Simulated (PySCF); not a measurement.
Species: C5H4FN2 (charge -1).
Z-matrix (Å and degrees, GFN2-xTB geometry), rows numbered from 1:
```
C 
C   1  1.3344
C   2  1.4331  1  126.36
C   3  1.4100  2  130.19  1    -0.06
C   4  1.3802  3  101.56  2  -179.99
F   5  1.3716  4  126.16  3   180.00
N   5  1.3319  4  112.77  3     0.04
N   7  1.3263  5  106.99  4    -0.04
H   1  1.0779  2  121.88  3     0.01
H   1  1.0803  2  122.07  3  -179.99
H   2  1.0855  1  119.53  3   179.98
H   4  1.0743  3  129.80  2     0.03
```

The closed-shell ground state was solved at several levels (PySCF, density fitting, gas phase, non-relativistic). No diffuse functions stand in pcJ-1 and pcSseg-1, which bears on an anion's orbital energies.

```
        level  basis functions  HOMO (eV)  LUMO (eV)  gap (eV)
PBE0/pcSseg-1              156      -1.25       4.01      5.26
  B3LYP/pcJ-1              256      -1.02       3.84      4.86
```

Task: Estimate the row for CAM-B3LYP/def2-SVPD, a basis of 195 functions; the other rows only guide the guess.

Result: HOMO -2.61 eV, LUMO 4.80 eV, gap 7.41 eV.

Task: Over all these levels, which gives the widest orbital gap and which the narrowest?

Result: CAM-B3LYP/def2-SVPD (range-separated hybrid) has the widest, 7.41 eV, and B3LYP/pcJ-1 (global hybrid, 20 % exact exchange) the narrowest, 4.86 eV. Functional and basis both differ between the two, so the spread mixes both effects.

One conformer stands for the species.
